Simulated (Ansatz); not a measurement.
Relaxation of BClFH$_{3}$O (7 atoms, charge 0, multiplicity 1), to a largest force component of 0.03 eV/Å in at most 50 steps.

Theory: RKS PBE-D4/def2-SVP (Ansatz 0.2.0).

```xyz
7
Properties=species:S:1:pos:R:3:forces:R:3
B 0.030 -0.304 0.072 0.09 -0.40 0.82
Cl -0.053 -0.706 1.858 0.04 -0.01 -0.78
F 1.217 -0.053 -0.464 -0.06 -0.02 0.02
O -1.067 -0.346 -0.711 -0.08 0.00 -0.02
H -1.869 -0.589 -0.214 0.03 0.02 -0.01
H 0.103 2.052 0.498 0.37 0.92 -1.66
H -0.043 1.770 1.145 -0.38 -0.53 1.64
```

Where does it end, and by what steps?

It converged. After 6 steps the energy has fallen by 0.164 eV; H6 moved furthest, 0.48 Å.

| step | energy less start (eV) | largest force component (eV/Å) | accepted |
| --- | --- | --- | --- |
| 0 | 0.0000 | 1.657 | yes |
| 1 | -0.1215 | 0.620 | yes |
| 2 | -0.1445 | 0.516 | yes |
| 3 | -0.1589 | 0.326 | yes |
| 4 | -0.1624 | 0.177 | yes |
| 5 | -0.1635 | 0.082 | yes |
| 6 | -0.1640 | 0.028 | yes |

```xyz
7
Properties=species:S:1:pos:R:3
B 0.029 -0.532 0.043
Cl -0.050 -0.918 1.779
F 1.215 -0.288 -0.504
O -1.074 -0.487 -0.739
H -1.887 -0.681 -0.239
H 0.115 2.528 0.582
H -0.032 2.202 1.262
```

Whether the end is a true minimum wasn't checked by a vibrational analysis.

Time of the run: 8.3 s on 1 thread of Intel(R) Xeon(R) 6975P-C (Granite Rapids), on a shared host, peak memory 0.16 GiB.
